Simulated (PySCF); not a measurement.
These are B3LYP-D3(BJ)/def2-TZVP // B3LYP-D3(BJ)/def2-SVP (PySCF) values and carry that method's errors. All species are isolated molecules in the gas phase. One relaxed conformer stands for a flexible species; it need not be the lowest. B3LYP has the VWN-RPA correlation part, as in Gaussian. Excitations are Tamm–Dancoff values on a coarser integration grid. The basis has no diffuse functions, so Rydberg states are missing or too high.

Reference species (SMILES): `CC[Si](I)(I)I` (C–C–Si–I torsion 180°) (neutral, multiplicity 1).

The HOMO–LUMO gap is 5.04 eV and the T1 excitation (TDA) comes out as 3.82 eV.

Changed species: `CC[Si](I)(I)CC` (C–C–Si–I torsion -59°, I–Si–C–C torsion 59°) (2 of 4 C2H5 replaced by I; the reference has 3 of 4 C2H5 replaced by I).

Problem. Predict the effect on the HOMO–LUMO gap and T1 excitation (TDA).

Solution. the HOMO–LUMO gap rises by 0.85 eV, to 5.89 eV; the T1 excitation (TDA) rises by 0.70 eV, to 4.52 eV.
